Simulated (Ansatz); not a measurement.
`[F][SnH][GeH3]` radical. Total charge 0; spin multiplicity 2. Sn takes the def2 core potential. Geometry: relaxed with PBE0-D4/def2-TZVP.

```xyz
7

F    -1.388   -2.223    0.214
Sn    0.257   -1.479   -0.497
Ge    0.277    0.972    0.480
H    -0.024   -1.585   -2.204
H    -1.010    1.716    0.085
H     0.388    0.889    2.007
H     1.500    1.711   -0.085
```

Task: What is the dipole moment at r2SCAN/def2-TZVPP? (An estimate is asked.)

Result: Computed: 2.71 D, with components (2.25, 1.42, -0.49) D in this frame, pointing from negative to positive charge.

Task: And with PBE, B3LYP, ωB97M-V? (An estimate is asked.)

Result: Computed: PBE 2.59 D, B3LYP 2.81 D, ωB97M-V 2.84 D.

Task: Give the Mulliken charges with r2SCAN, B3LYP, PBE in def2-TZVPP. (Best estimate.)

Result: Computed: 
```
atom  r2SCAN  B3LYP    PBE
  F1   -0.49  -0.50  -0.45
 Sn2    0.60   0.64   0.57
 Ge3    0.02  -0.02  -0.02
  H4   -0.13  -0.14  -0.12
  H5    0.00   0.01   0.01
  H6    0.00   0.01   0.01
  H7   -0.01   0.00   0.00
```

B3LYP here is the variant with VWN-RPA as its local correlation; programs differ in this.
